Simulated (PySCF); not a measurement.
SMILES C=CCCC=O, GFN2-xTB optimised geometry.

```
14

C     -0.25    -1.07     3.14
C      0.43    -0.24     2.37
C      0.83    -0.53     0.96
C      0.27     0.52     0.00
C     -1.23     0.52     0.00
O     -1.92     1.50     0.00
H     -0.56    -2.04     2.79
H     -0.53    -0.82     4.15
H      0.72     0.73     2.74
H      1.92    -0.52     0.89
H      0.48    -1.52     0.67
H      0.64     1.52     0.25
H      0.59     0.29    -1.02
H     -1.67    -0.49    -0.01
```

Density from PBE/def2-TZVP (PySCF 2.14.0) at that geometry.

Minimum of the electron density along straight lines between bonded atoms, close to the bond critical point (lines longer than 1.1 times the sum of covalent radii, or with two minima, are not listed):

```
bond    length / Å  ρ at the minimum / e bohr⁻³  ∇²ρ there / e bohr⁻⁵  position (fraction from the first atom)
------  ----------  ---------------------------  --------------------  ---------------------------------------
C1–C2        1.319                            ?                 -1.08                                     0.50
C2–C3        1.497                        0.258                 -0.65                                     0.50
C3–C4        1.533                        0.237                     ?                                     0.50
C4–C5        1.501                        0.263                 -0.67                                     0.49
C5–O6        1.197                        0.430                     ?                                     0.34
C1–H7        1.078                        0.284                 -0.99                                     0.64
C1–H8        1.076                        0.286                 -1.00                                     0.64
C2–H9        1.082                        0.284                 -0.99                                     0.64
C3–H10       1.093                        0.275                 -0.92                                     0.64
C3–H11       1.092                        0.277                 -0.93                                     0.64
C4–H12       1.091                        0.278                 -0.94                                     0.64
C4–H13       1.094                        0.272                 -0.90                                     0.64
C5–H14       1.109                        0.275                 -0.94                                     0.65
```

Task: Fill in the missing entries.

Result: 
- C1–C2, ρ at the minimum / e bohr⁻³: 0.357
- C3–C4, ∇²ρ there / e bohr⁻⁵: -0.54
- C5–O6, ∇²ρ there / e bohr⁻⁵: 0.03
